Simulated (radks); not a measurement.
Valence configurations of Ga I (all share [Ar]). Method: scalar-relativistic Kohn-Sham, SCAN, spin-unpolarised, spherical densities, finite nucleus; meta-GGA in the generalised Kohn-Sham scheme; Fermi nuclear charge, rms radius 3.9973 fm; computed with a radial shooting solver on a logarithmic mesh with Libxc functionals. Energies are relative to 3d10 4s2 4p1; eigenvalues in eV.

| valence | E (eV) | e(3d) | e(4p) | e(4s) |
|---|---|---|---|---|
| 3d10 4s2 4p1 | 0.000 | -19.679 | -2.561 | -9.225 |
| 3d10 4s1 4p2 | 6.784 | -21.576 | -3.407 | -10.312 |
| 3d10 4p3 | 13.757 | -23.346 | -4.085 | - |
| 3d9 4s2 4p2 | 20.883 | -28.665 | -3.944 | -11.765 |
| 3d10 4s1.5 4p1.5 | 3.358 | -20.664 | -3.002 | -9.793 |
| 3d8 4s2 4p3 | 49.664 | -38.207 | -5.267 | -14.099 |
| 3d9 4s1.5 4p2.5 | 24.804 | -29.559 | -4.297 | -12.165 |
| 3d9.5 4s2 4p1.5 | 9.480 | -24.103 | -3.264 | -10.529 |
| 3d9.5 4s1.5 4p2 | 13.119 | -25.066 | -3.644 | -10.952 |

NIST lists [Ar] 3d10 4s2 4p1 as the ground configuration; this level of theory agrees among the configurations tried. The energies are those of spherical spin-averaged densities, not of single terms.
